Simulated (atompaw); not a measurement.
**Plane-wave convergence, PAW (atompaw) potential for V (Z = 23)**

* Element: V (Z = 23)
* Generator: atompaw 4.2.0.5
* Type: PAW
* Functional: PBE
* Relativity: scalar-relativistic
* Frozen core: [Ne]
* Valence charge: 13
* Reference configuration: 3s2 3p6 3d3 4s2 4p0
* Partial waves: 3s (bound): rc 1.65 bohr; 4s (bound): rc 2.25 bohr; 3p (bound): rc 1.55 bohr; 4p (bound, empty): rc 2.25 bohr; 3d (bound): rc 1.65 bohr; 3d channel at 0.1 Ry: rc 2.25 bohr
* Local potential: ultrasoft scheme with l = 3 at 0 Ry, radius 2.10 bohr
* Core correction: smooth core density matched at 1.80 bohr
* Augmentation charge: sinc compensation charge, radius 1.70 bohr; PAW radius 2.25 bohr; waves and projectors: custom rrkj gramschmidtortho

The pseudo-atom Hamiltonian at the reference potential is diagonalised in spherical Bessel functions j_l(qr) that vanish at 20 bohr, with q² up to the cutoff. All-electron valence levels (Ry): 3s -5.1622, 4s -0.3456, 3p -3.2370, 4p -0.1061, 3d -0.3796.

How do the lowest levels (Ry) of each channel move with the cutoff, and are there ghosts?

```tsv
cutoff (Ry)	s #1	s #2	p #1	p #2	p #3	d #1	f #1	Σ f·Δε (mRy)
8	-4.6507	-0.3454	-0.1085	0.0440	0.1607	0.0504	0.1064	21084.5
12	-5.0847	-0.3455	-2.0044	-0.1061	0.0445	0.0504	0.1064	8840.5
21	-5.1613	-0.3456	-3.1630	-0.1061	0.0445	-0.2236	0.1064	913.8
30	-5.1617	-0.3456	-3.2342	-0.1061	0.0445	-0.3653	0.1064	60.2
40	-5.1621	-0.3456	-3.2362	-0.1061	0.0445	-0.3790	0.1064	6.2
50	-5.1622	-0.3456	-3.2366	-0.1061	0.0445	-0.3792	0.1064	3.5
70	-5.1622	-0.3456	-3.2369	-0.1061	0.0445	-0.3795	0.1064	0.6
90	-5.1622	-0.3456	-3.2369	-0.1061	0.0445	-0.3796	0.1064	0.2
400	-5.1622	-0.3456	-3.2370	-0.1061	0.0445	-0.3796	0.1064	0.0
```

Result: no extra level below or beside the all-electron valence levels (s, p, d, f tested); 10 mRy is reached at 40 Ry and 1 mRy at 70 Ry.
